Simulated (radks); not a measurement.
The strontium ion Sr+, 37 electrons, occupied as [Kr] 5s1. Calculated with a radial shooting solver on a logarithmic mesh with Libxc functionals: non-relativistic Kohn-Sham, exchange-only LDA, spin-polarised, spherical densities, point nucleus; open shells are filled with parallel spins first (spin-orbit coupling, left out, can overturn this in heavy ions); relativity is left out, which matters for an element this heavy.

Unscreened Slater integrals over Kohn-Sham orbitals (cm^-1). They are taken over the spin-up orbitals.

| integral | value |
|---|---|
| F0(5s,5s) | 49700 |
| F0(5s,4p) | 62214 |
| G1(5s,4p) | 4704.9 |
| F0(5s,4s) | 63034 |
| G0(5s,4s) | 2854.6 |
| F0(5s,3d) | 66889 |
| G2(5s,3d) | 1407.9 |
| F0(4p,4p) | 125290 |
| F2(4p,4p) | 65385 |
| F0(4p,4s) | 133080 |
| G1(4p,4s) | 89527 |
| F0(4p,3d) | 163780 |
| F2(4p,3d) | 34948 |
| G1(4p,3d) | 11300 |
| G3(4p,3d) | 10693 |
| F0(4s,4s) | 142630 |
| F0(4s,3d) | 182780 |
| G2(4s,3d) | 14542 |
| F0(3d,3d) | 403260 |
| F2(3d,3d) | 195890 |
| F4(3d,3d) | 123830 |
